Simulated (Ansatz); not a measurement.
Mulliken charges of `CC(O)Br` from PBE/def2-TZVPP in Ansatz (PBE0-D4/def2-TZVP geometry).

| atom | x (Å) | y (Å) | z (Å) | charge (e) |
| --- | --- | --- | --- | --- |
| C1 | -0.426 | 0.685 | -0.658 | -0.216 |
| C2 | 0.308 | -0.361 | 0.125 | 0.062 |
| O3 | 0.514 | 0.084 | 1.405 | -0.245 |
| Br4 | -0.764 | -2.058 | 0.128 | -0.205 |
| H5 | 0.184 | 1.592 | -0.690 | 0.092 |
| H6 | -1.375 | 0.919 | -0.176 | 0.100 |
| H7 | -0.615 | 0.345 | -1.675 | 0.095 |
| H8 | 1.228 | -0.687 | -0.365 | 0.118 |
| H9 | 1.034 | -0.565 | 1.889 | 0.199 |

Question: By hand: the dipole of these point charges (1 e Å = 4.8032 D).

Answer: Σ q r = (0.313, 0.309, -0.128) e Å, of length 0.458 e Å = 2.20 D.

Question: How does the dipole of the full density compare? (Best estimate.)

Answer: Computed: (0.355, 0.213, -0.047) e Å, 2.00 D; the point charges give 1.10 times that, at 17° from its direction.

Point charges leave out the atoms' own dipoles, such as those of lone pairs, and Mulliken's split depends on the basis, so the close match here is no proof of good charges.
